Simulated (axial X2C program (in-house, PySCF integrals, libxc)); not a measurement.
## Excited states of KRb by EOM-EE-CCSD

Computed with an axial X2C code built on PySCF integrals: two-component X2C with atomic mean-field Coulomb and Gaunt terms, Gaussian nuclei, basis Rb dyall-acv3z, K dyall-acv3z with contracted cores.

R = 4.137 Å (near the PBE0 minimum at charge 0 of the determinant lowest at the starting distance; the state shown can have its own minimum elsewhere).

Hartree–Fock spinors of KRb (one of each Kramers pair; a window near the gap, which can cut inner shells):

| ω | occupied | ε (eV) | character |
| --- | --- | --- | --- |
| 1/2 | yes | -25.52 | 100% K p |
| 3/2 | yes | -25.51 | 100% K p |
| 1/2 | yes | -22.45 | 100% Rb p |
| 3/2 | yes | -21.49 | 100% Rb p |
| 1/2 | yes | -21.49 | 100% Rb p |
| 1/2 | yes | -3.49 | 44% K s, 40% Rb s, 7% Rb p |
| 1/2 | no | -0.07 | 44% Rb p, 33% K p, 12% Rb s |
| 1/2 | no | 0.12 | 52% Rb s, 23% K p, 19% K s |
| 1/2 | no | 0.15 | 76% Rb p, 24% K p |
| 3/2 | no | 0.15 | 76% Rb p, 24% K p |
| 1/2 | no | 0.17 | 69% Rb p, 20% K p, 7% K s |
| 1/2 | no | 0.24 | 73% K p, 23% Rb p, 2% Rb d |

Vertical excitation energies from the closed-shell determinant state of KRb:

```json
{"Ω": "0⁻", "excitation (eV)": "0.644", "cm⁻¹": "5193", "hole of the leading pair": "44% K sσ, 40% Rb sσ, 7% Rb pσ", "particle of the leading pair": "24% Rb sσ, 24% K pσ, 22% K sσ", "weight of the pair (for Ω = 0 its time-reversed partner can hold as much again)": "0.49", "singles weight": "0.97"}
{"Ω": "1", "excitation (eV)": "0.644", "cm⁻¹": "5194", "hole of the leading pair": "44% K sσ, 40% Rb sσ, 7% Rb pσ", "particle of the leading pair": "24% Rb sσ, 24% K pσ, 22% K sσ", "weight of the pair (for Ω = 0 its time-reversed partner can hold as much again)": "0.97", "singles weight": "0.97"}
{"Ω": "0⁺", "excitation (eV)": "1.181", "cm⁻¹": "9528", "hole of the leading pair": "44% K sσ, 40% Rb sσ, 7% Rb pσ", "particle of the leading pair": "47% K pπ, 41% Rb pπ, 7% Rb dπ", "weight of the pair (for Ω = 0 its time-reversed partner can hold as much again)": "0.48", "singles weight": "0.96"}
{"Ω": "0⁻", "excitation (eV)": "1.181", "cm⁻¹": "9529", "hole of the leading pair": "44% K sσ, 40% Rb sσ, 7% Rb pσ", "particle of the leading pair": "47% K pπ, 41% Rb pπ, 7% Rb dπ", "weight of the pair (for Ω = 0 its time-reversed partner can hold as much again)": "0.48", "singles weight": "0.96"}
{"Ω": "1", "excitation (eV)": "1.188", "cm⁻¹": "9582", "hole of the leading pair": "44% K sσ, 40% Rb sσ, 7% Rb pσ", "particle of the leading pair": "47% K pπ, 41% Rb pπ, 7% Rb dπ", "weight of the pair (for Ω = 0 its time-reversed partner can hold as much again)": "0.49", "singles weight": "0.96"}
{"Ω": "2", "excitation (eV)": "1.195", "cm⁻¹": "9635", "hole of the leading pair": "44% K sσ, 40% Rb sσ, 7% Rb pσ", "particle of the leading pair": "47% K pπ, 40% Rb pπ, 7% Rb dπ", "weight of the pair (for Ω = 0 its time-reversed partner can hold as much again)": "0.96", "singles weight": "0.96"}
{"Ω": "0⁺", "excitation (eV)": "1.440", "cm⁻¹": "11616", "hole of the leading pair": "44% K sσ, 40% Rb sσ, 7% Rb pσ", "particle of the leading pair": "34% Rb pσ, 31% K pσ, 17% Rb sσ", "weight of the pair (for Ω = 0 its time-reversed partner can hold as much again)": "0.43", "singles weight": "0.86"}
{"Ω": "1", "excitation (eV)": "1.772", "cm⁻¹": "14289", "hole of the leading pair": "44% K sσ, 40% Rb sσ, 7% Rb pσ", "particle of the leading pair": "38% K pσ, 34% Rb pσ, 12% K sσ", "weight of the pair (for Ω = 0 its time-reversed partner can hold as much again)": "0.96", "singles weight": "0.96"}
{"Ω": "0⁻", "excitation (eV)": "1.772", "cm⁻¹": "14290", "hole of the leading pair": "44% K sσ, 40% Rb sσ, 7% Rb pσ", "particle of the leading pair": "38% K pσ, 34% Rb pσ, 12% K sσ", "weight of the pair (for Ω = 0 its time-reversed partner can hold as much again)": "0.48", "singles weight": "0.96"}
```

This point took 73 s on 1 thread of Intel(R) Xeon(R) 6975P-C (Granite Rapids) (shared host).

Reference electrons by ω block (each with its −ω partner): 1/2: 20, 3/2: 7, 5/2: 1. 18 electrons of KRb correlated (inner shells frozen), 84 natural virtual spinors (a truncated set); levels can be off by some tenths of an eV. Roots sought by Ω: (0: 5, 1: 4, 2: 3, 3: 1); the list ends where they run out and leaves out roots under 60 % singles weight. The solver can skip a root, and states that need a further excitation, which the method places far too high, are missing though they may lie low or lowest. T1 of the reference 0.011 (Lee–Taylor). Number of frozen shells: Rb 3 s, 2 p, 1 d; K 2 s, 1 p.
